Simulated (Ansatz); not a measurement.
C₁₆H₁₀⁻, that is dibenzo[a,e]pentalene with one electron more. Total charge -1; doublet. Geometry PBE-D4/def2-SVP, that of the neutral singlet; atoms count from 1.

```xyz
26

C     0.6872    1.2682   -1.0071
C     0.6918    0.1681   -0.1855
C    -0.6917   -0.1679    0.1857
C    -0.6872   -1.2686    1.0065
C     0.7115   -1.6911    1.2003
C     1.2531   -2.7461    1.9405
C     2.6542   -2.9237    1.9516
C     3.4921   -2.0583    1.2332
C     2.9550   -0.9887    0.4816
C     1.5724   -0.8043    0.4638
C    -1.5724    0.8044   -0.4636
C    -2.9549    0.9893   -0.4807
C    -3.4921    2.0588   -1.2325
C    -2.6543    2.9236   -1.9518
C    -1.2532    2.7455   -1.9413
C    -0.7116    1.6908   -1.2008
H     1.5539    1.7714   -1.4586
H    -1.5540   -1.7722    1.4575
H     0.6006   -3.4288    2.5064
H     3.0924   -3.7506    2.5306
H     4.5815   -2.2128    1.2543
H     3.6203   -0.3146   -0.0790
H    -3.6202    0.3158    0.0806
H    -4.5814    2.2138   -1.2529
H    -3.0925    3.7503   -2.5310
H    -0.6007    3.4277   -2.5079
```

The highest occupied level of the charge -1 doublet lies above zero (up to 0.23 eV). By energy differences its removal costs 1.23 eV (vertical, to the charge 0 singlet, at PBE0-D4/def2-SVP); self-interaction error and the lack of diffuse functions both raise the level.

Estimate the Mulliken populations from the PBE0/def2-SVP orbitals of Ansatz.


```json
{"atom": "C1", "charge (e)": "-0.12", "spin (α − β)": "0.32"}
{"atom": "C2", "charge (e)": "0.02", "spin (α − β)": "-0.01"}
{"atom": "C3", "charge (e)": "0.02", "spin (α − β)": "-0.01"}
{"atom": "C4", "charge (e)": "-0.12", "spin (α − β)": "0.32"}
{"atom": "C5", "charge (e)": "-0.01", "spin (α − β)": "0.00"}
{"atom": "C6", "charge (e)": "-0.08", "spin (α − β)": "0.03"}
{"atom": "C7", "charge (e)": "-0.04", "spin (α − β)": "0.01"}
{"atom": "C8", "charge (e)": "-0.06", "spin (α − β)": "0.09"}
{"atom": "C9", "charge (e)": "-0.05", "spin (α − β)": "-0.05"}
{"atom": "C10", "charge (e)": "0.02", "spin (α − β)": "0.12"}
{"atom": "C11", "charge (e)": "0.02", "spin (α − β)": "0.12"}
{"atom": "C12", "charge (e)": "-0.05", "spin (α − β)": "-0.05"}
{"atom": "C13", "charge (e)": "-0.06", "spin (α − β)": "0.09"}
{"atom": "C14", "charge (e)": "-0.04", "spin (α − β)": "0.01"}
{"atom": "C15", "charge (e)": "-0.08", "spin (α − β)": "0.03"}
{"atom": "C16", "charge (e)": "-0.01", "spin (α − β)": "0.00"}
{"atom": "H17", "charge (e)": "-0.05", "spin (α − β)": "-0.02"}
{"atom": "H18", "charge (e)": "-0.05", "spin (α − β)": "-0.02"}
{"atom": "H19", "charge (e)": "-0.04", "spin (α − β)": "0.00"}
{"atom": "H20", "charge (e)": "-0.03", "spin (α − β)": "0.00"}
{"atom": "H21", "charge (e)": "-0.03", "spin (α − β)": "-0.01"}
{"atom": "H22", "charge (e)": "-0.03", "spin (α − β)": "0.00"}
{"atom": "H23", "charge (e)": "-0.03", "spin (α − β)": "0.00"}
{"atom": "H24", "charge (e)": "-0.03", "spin (α − β)": "-0.01"}
{"atom": "H25", "charge (e)": "-0.03", "spin (α − β)": "0.00"}
{"atom": "H26", "charge (e)": "-0.04", "spin (α − β)": "0.00"}
```
Mulliken values and Mayer orders depend strongly on the basis.

Where does the spin sit?

Summed by element: C 1.05, H -0.05, of 1 unpaired in all. Largest on single atoms: C1 0.32, C4 0.32, C10 0.12.

And the Mayer bond orders between bonded heavy atoms (over 0.3)?

C1–C2 1.42 (1.37 Å); C1–C16 1.16 (1.47 Å); C2–C3 1.23 (1.47 Å); C2–C10 1.08 (1.46 Å); C3–C4 1.42 (1.37 Å); C3–C11 1.08 (1.46 Å); C4–C5 1.16 (1.47 Å); C5–C6 1.35 (1.40 Å); C5–C10 1.22 (1.44 Å); C6–C7 1.38 (1.41 Å); C7–C8 1.36 (1.40 Å); C8–C9 1.36 (1.41 Å); C9–C10 1.39 (1.39 Å); C11–C12 1.39 (1.39 Å); C11–C16 1.22 (1.44 Å); C12–C13 1.36 (1.41 Å); C13–C14 1.36 (1.40 Å); C14–C15 1.38 (1.41 Å); C15–C16 1.35 (1.40 Å).
